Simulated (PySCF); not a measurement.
The same groups moved round the core (styrene fluoro+silyl). Isolated molecules, 0 K electronic values unless said otherwise. One relaxed conformer stands for each flexible species; it need not be the lowest. Strings in code marks are SMILES.

The four lowest singlet excitations (Tamm–Dancoff). The numbers are results of PBE-D3(BJ)/def2-TZVP // PBE0-D3(BJ)/def2-SVP run with PySCF, not measurements. Excitations are Tamm–Dancoff values on a coarser integration grid. The basis has no diffuse functions, so Rydberg states are missing or too high.

```
state  energy (eV)  wavelength (nm)  oscillator strength
-----  -----------  ---------------  -------------------
S1            4.36              284                0.005
S2            4.75              261                0.307
S3            5.07              245                0.081
S4            5.46              227                0.014
```

Question: Which member gives these states?
(A) `C=Cc1cc(F)cc([SiH3])c1` (C–C–C–C torsion 1°)
(B) `C=Cc1ccc([SiH3])c(F)c1` (C–C–C–C torsion 179°)
(C) `C=C(F)c1ccccc1[SiH3]` (F–C–C–C torsion 157°)
(D) `C=Cc1ccc([SiH3])cc1F` (C–C–C–C torsion 0°)

Answer: C, `C=C(F)c1ccccc1[SiH3]` (F–C–C–C torsion 157°)
